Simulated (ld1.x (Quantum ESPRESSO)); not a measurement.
Eu, TM: configuration errors across variants

* Element: europium
* Generator: ld1.x (Quantum ESPRESSO) 7.5
* Type: norm-conserving Troullier–Martins (Kleinman–Bylander form)
* Functional: PBE
* Relativity: fully relativistic
* Frozen core: [Kr] 4d10 4f6
* Valence charge: 11
* Reference configuration: 5s2 5p6 5d1 6s1.5 6p0.5
* Partial waves: 5s (bound): rc 2.20 bohr; 5p (bound): rc 2.20 bohr; 5d (bound): rc 3.55 bohr
* Local potential: all-electron potential smoothed inside 1.80 bohr (lloc = -1)
* Core correction: none

Open shells are filled in proportion to 2j + 1 (rel_dist='average').

Occupied shells without a wave of their own: 6p, 6s. They enter only through the test configuration that unscreens the potential.

All-electron excitation energies from the reference (eV): (1) 5s2 5p6 5d1 6s2 6p0 -1.374; (2) 5s2 5p6 5d1 6s1 6p0 5.175; (3) 5s2 5p6 5d1 6s0 6p0 17.109; (4) 5s2 5p5 5d1 6s2 6p0 30.402; (5) 5s2 5p6 5d1 6s0 6p2 4.326; (6) 5s2 5p6 5d1 6s0 6p1 8.644; (7) 5s2 5p6 5d0 6s2 6p1 0.528.

For the base: The 6p, 6s levels have no wave, so the channel is fitted at the deeper level alone: the likely source of the large errors.

3 further variants failed, have other tests or another functional or relativity, and are left out.

The file “base” misses its own reference levels by 0.9 eV. The file “wave 5p (bound): rc 2.20 bohr becomes 5p (bound): rc 2.34 bohr” misses its own reference levels by 0.9 eV. The file “wave 5d (bound): rc 3.55 bohr becomes 5d (bound): rc 3.94 bohr” misses its own reference levels by 0.9 eV. The file “all radii scaled by about 1.13 (s 2.50, p 2.50, d 4.02 bohr); local potential all-electron potential smoothed inside 2.04 bohr (lloc = -1)” misses its own reference levels by 0.6 eV.

Errors AE − PS in meV (a dash: test not solved or not reliable):

| change | (1) | (2) | (3) | (4) | (5) | (6) | (7) | bound ghosts |
| --- | --- | --- | --- | --- | --- | --- | --- | --- |
| base | +394 | -580 | -2438 | +873 | -1568 | -1917 | +564 | none |
| wave 5s (bound): rc 2.20 bohr becomes 5s (bound): rc 1.80 bohr | +85 | -155 | -558 | +116 | -287 | -391 | +166 | none |
| wave 5p (bound): rc 2.20 bohr becomes 5p (bound): rc 2.34 bohr | +390 | -587 | -2449 | +861 | -1545 | -1904 | +570 | none |
| wave 5d (bound): rc 3.55 bohr becomes 5d (bound): rc 3.94 bohr | +393 | -581 | -2452 | +861 | -1572 | -1924 | +579 | none |
| all radii scaled by about 1.13 (s 2.50, p 2.50, d 4.02 bohr); local potential all-electron potential smoothed inside 2.04 bohr (lloc = -1) | +276 | -407 | -1642 | +514 | -1034 | -1278 | +421 | none |

Task: Give the same row for: local potential all-electron potential smoothed inside 1.84 bohr (lloc = -1).

Result: +304, -450, -1837, +659, -1160, -1432, +447; bound ghosts: none.
